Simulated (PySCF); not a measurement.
# Partial charges of (NMe2)3Si-S-SiH3

Species: (NMe2)3Si-S-SiH3, C6H21N3SSi2.
Geometry (PBE0-D3(BJ)/def2-SVP, Å), atoms numbered from 1 in this order:
```xyz
33
C6H21N3SSi2 angstrom
Si    -0.1945   -0.0362    0.3897
N     -1.3569   -0.8728   -0.5784
C     -1.5833   -2.2937   -0.5882
C     -2.0860   -0.1478   -1.5888
N     -0.7364    1.5385    0.8374
C     -1.7162    1.7266    1.8763
C     -0.3801    2.7411    0.1327
N      1.3236    0.1150   -0.4344
C      2.3982    0.9124    0.1034
C      1.5849   -0.4538   -1.7312
S      0.0680   -1.1731    2.2235
Si     1.7387   -2.3404    1.5593
H     -1.1695   -2.7888   -1.4902
H     -1.1300   -2.7594    0.2974
H     -2.6665   -2.5170   -0.5603
H     -1.9480    0.9359   -1.4604
H     -1.7670   -0.4097   -2.6182
H     -3.1710   -0.3538   -1.5202
H     -2.6832    2.0907    1.4763
H     -1.3709    2.4610    2.6287
H     -1.9112    0.7826    2.4066
H      0.0845    3.4893    0.8046
H      0.3346    2.5194   -0.6717
H     -1.2637    3.2248   -0.3304
H      2.1544    1.2480    1.1228
H      2.5954    1.8132   -0.5109
H      3.3416    0.3382    0.1565
H      2.4703   -1.1181   -1.7132
H      1.7741    0.3267   -2.4945
H      0.7242   -1.0503   -2.0641
H      3.0117   -1.5652    1.5051
H      1.4890   -2.9684    0.2266
H      1.8966   -3.4267    2.5723
```

Density: PBE0/pcSseg-1 (PySCF); schemes: Mulliken, IAO, Hirshfeld and ESP-fitted. Geometry: PBE0-D3(BJ)/def2-SVP, one conformer, isolated molecule.

Question: Atoms with like bonding are taken together and averaged. Do the Mulliken, IAO, Hirshfeld and ESP-fitted schemes agree on where the charge is lowest?

Answer: The schemes don't all agree: Mulliken N2/N5/N8 (-0.816); IAO N2/N5/N8 (-0.508); Hirshfeld S11 (-0.174); ESP-fitted C3 (×6) (-0.344).

Question: Do the Mulliken, IAO, Hirshfeld and ESP-fitted schemes agree on where the charge is highest?

Answer: The schemes don't all agree: Mulliken Si1 (+1.236); IAO Si1 (+1.211); Hirshfeld Si1 (+0.426); ESP-fitted Si12 (+0.401).

Question: What partial charge does each atom carry?

Answer: In e; atoms taken as equivalent share a row and are averaged (×n: the atom named and its like, n in all):

| atom | environment | Mulliken | IAO | Hirshfeld | ESP-fitted |
| --- | --- | --- | --- | --- | --- |
| Si1 | silicon bonded to 3 N and S | +1.236 | +1.211 | +0.426 | -0.335 |
| N2/N5/N8 | nitrogen bonded to 2 C and Si | -0.816 | -0.508 | -0.168 | +0.218 |
| C3 (×6) | carbon bonded to N and 3 H | -0.086 | -0.286 | -0.069 | -0.344 |
| S11 | sulfur bonded to 2 Si | -0.560 | -0.463 | -0.174 | -0.315 |
| Si12 | silicon bonded to S and 3 H | +0.439 | +0.524 | +0.274 | +0.401 |
| H13 (×18) | hydrogen on C3 | +0.115 | +0.129 | +0.034 | +0.107 |
| H31/H32/H33 | hydrogen on Si12 | -0.071 | -0.116 | -0.075 | -0.090 |

Mean size of the charges over all atoms: IAO 0.246 e, Mulliken 0.226 e, ESP-fitted 0.181 e, Hirshfeld 0.080 e. Each set sums to the total charge, 0, to within 0.001 e. The IAO scheme counts the electrons in orthogonalised intrinsic atomic orbitals, a minimal basis polarised so that it spans the occupied orbitals exactly.

Some averages cover members that differ in this geometry: C3 (×6), ESP-fitted -0.489 to -0.274; H13 (×18), ESP-fitted +0.066 to +0.217; N2/N5/N8, ESP-fitted +0.171 to +0.306; H13 (×18), Mulliken +0.095 to +0.140 e.

Question: How many electrons does the Hirshfeld scheme count on N5?

Answer: Its own charge is -0.172 e, so Z − q = 7.172.

Question: Sum the charges by element, for elements with more than one atom.

Answer: 
```
element  atoms  Mulliken     IAO  Hirshfeld  ESP-fitted
     Si      2    +1.675  +1.736     +0.700      +0.066
      N      3    -2.447  -1.524     -0.505      +0.653
      C      6    -0.516  -1.716     -0.416      -2.063
      H     21    +1.849  +1.967     +0.396      +1.658
```

These values come from a run that also computed NMR shieldings. On 2 threads, AMD EPYC 7R43 (x86_64), no GPU (shared host), this took 2.3 min wall, 5.3 min CPU (grids of density and orbitals included) and 2.6 GiB of memory at its peak.
